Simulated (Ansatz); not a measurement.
Ansatz (a program for electronic structure) input (HF/aug-cc-pV(Q+d)Z):
A basis named .json is the Basis Set Exchange file of that set.

Ansatz 0.2 input:
```yaml
crystal:
  periodic: [false, false, false]
  atoms:
    - {symbol: Si, position_ang: [0.13051821, -0.08361283, -0.60592324]}
    - {symbol: N, position_ang: [-1.41191328, 0.60567262, -0.12005231]}
    - {symbol: Si, position_ang: [-2.84027748, -0.23187907, 0.29873323]}
    - {symbol: O, position_ang: [1.28093478, 0.31071578, 0.43445428]}
    - {symbol: Si, position_ang: [3.03667900, -0.03607349, 0.31041200]}
    - {symbol: H, position_ang: [-0.19261599, -1.53969652, -0.68104922]}
    - {symbol: H, position_ang: [0.43443802, 0.39240022, -1.98292945]}
    - {symbol: H, position_ang: [-1.39292148, 1.59019116, 0.10469243]}
    - {symbol: H, position_ang: [-3.87186037, 0.75736511, 0.72276743]}
    - {symbol: H, position_ang: [-3.41681936, -1.00404963, -0.83647441]}
    - {symbol: H, position_ang: [-2.68504354, -1.20881838, 1.41150828]}
    - {symbol: H, position_ang: [3.27702941, 0.64358704, -1.06313111]}
    - {symbol: H, position_ang: [2.90683158, -1.43449781, -0.35575993]}
basis:
  gaussian:
    orbitals: aug-cc-pV_Q+d_Z.json
hamiltonian:
  xc: hf
total_charge: -1
```

End of the output:

```
integrals: 2.80 GiB planned
2548 factors; their error is unknown
10.35 GiB of device memory are held for the factors and their scratch space
mean field: 12.43 GiB planned
mean field evaluation 1: about -27235.2456 eV, gradient 3.5e1 eV
mean field evaluation 2: about -27238.0652 eV, gradient 1.9e1 eV
mean field evaluation 4: about -27238.8174 eV, gradient 1.1e0 eV
mean field evaluation 8: about -27238.8240 eV, gradient 4.1e-2 eV
mean field evaluation 16: about -27229.3931 eV, gradient 5.7e0 eV
mean field -27238.94244767 eV, -1001.0126717337 hartree, gradient 1.9e-5 eV, S^2 0.000000; 0 other end points of the search recorded, 0 dependent functions left out
reference -27238.94244767 eV, -1001.0126717337 hartree; 33, 33 occupied and 762, 762 virtual orbitals, 2548 factors
Total energy: -27238.94244767 eV, -1001.0126717337 hartree
```

It need not be the lowest isomer of its formula. Whether it binds its extra electron was not tested at this geometry.
